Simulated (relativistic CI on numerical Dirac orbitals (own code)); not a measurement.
# Ni⁺ (3d9) in a crystal field

Calculated by Dirac-Coulomb-Breit CI, KLI orbitals optimised for each configuration, model QED (radiative potential, 1s self-energy scaled to tabulated hydrogen-like ionisation energies), valence Slater integrals scaled by 0.75, one configuration in a parametric crystal field (own radial code).

Field parameters in Wybourne normalisation: Oh B⁴₀ = 21Dq, B⁴₄ = √(5/14) B⁴₀. The field is a parameter set, without covalency.

S is read from ⟨S²⟩ = S(S + 1).

Site symmetry Oh; labels are those of the double group. Computed levels in cm⁻¹ above the lowest, in rising order:

```
Δ (size of 10Dq)  Lowest     No. 2     No. 3
            2400      Γ8   2003 Γ7   3018 Γ8
            4300      Γ8   3837 Γ7   4787 Γ8
            6200      Γ8   5708 Γ7   6628 Γ8
            8100      Γ8   7592 Γ7   8496 Γ8
           10000      Γ8   9481 Γ7  10375 Γ8
           11900      Γ8  11374 Γ7  12261 Γ8
           13800      Γ8  13269 Γ7  14150 Γ8
           15700      Γ8  15165 Γ7  16042 Γ8
           17600      Γ8  17062 Γ7  17936 Γ8
           19500      Γ8  18959 Γ7  19831 Γ8
           21400      Γ8  20857 Γ7  21727 Γ8
           23300      Γ8  22755 Γ7  23623 Γ8
```

Ground-state S against |10Dq| in cm⁻¹: 2400: 0.50, 4300: 0.50, 6200: 0.50, 8100: 0.50, 10000: 0.50, 11900: 0.50, 13800: 0.50, 15700: 0.50, 17600: 0.50, 19500: 0.50, 21400: 0.50, 23300: 0.50.

No abrupt spin change occurs in this range.
